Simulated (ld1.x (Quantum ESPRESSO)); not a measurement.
# Reading a pseudo-wave (tungsten (W))

Columns: radius, all-electron u(r) and pseudo u(r) of the 6s shell (level -6.98 eV) of tungsten in the configuration [Xe] 4f14 5d4 6s1 6p1; LDA (PZ), scalar-relativistic, ultrasoft scheme, ld1.x (Quantum ESPRESSO) 7.5.

```
r (bohr)  all-electron   pseudo
   0.198        0.0681  -0.0584
   0.395       -0.1768  -0.1173
   0.593        0.1251  -0.1777
   0.790        0.3052  -0.2393
   0.988        0.2594  -0.3022
   1.185        0.0929  -0.3649
   1.383       -0.1051  -0.4266
   1.580       -0.2844  -0.4847
   1.778       -0.4280  -0.5376
   1.975       -0.5311  -0.5824
   2.173       -0.5984  -0.6171
   2.370       -0.6352  -0.6396
   2.568       -0.6484  -0.6487
   2.765       -0.6435  -0.6435
   2.963       -0.6254  -0.6254
   3.160       -0.5982  -0.5982
   3.358       -0.5650  -0.5650
   3.555       -0.5283  -0.5283
   3.753       -0.4897  -0.4897
   3.950       -0.4509  -0.4509
   4.148       -0.4127  -0.4127
   4.345       -0.3759  -0.3759
   4.542       -0.3410  -0.3410
   4.740       -0.3080  -0.3080
   4.938       -0.2772  -0.2772
   5.135       -0.2490  -0.2490
```

Problem. How many radial nodes do the two functions have?

Solution. The all-electron 6s function has n − l − 1 = 5 (the table is too coarse to show those close to the nucleus); the pseudo-wave has 0, since the states of the same l below it are removed with the core.

Problem. At about which radius was the pseudo-wave matched?

Solution. 2.70 bohr, where the columns begin to agree (steps of 0.20 bohr).

Problem. Is the pseudo-wave norm-conserving?

Solution. No, it belongs to an ultrasoft set: the norm inside the radius is not constrained, and the difference is carried by the augmentation charge.
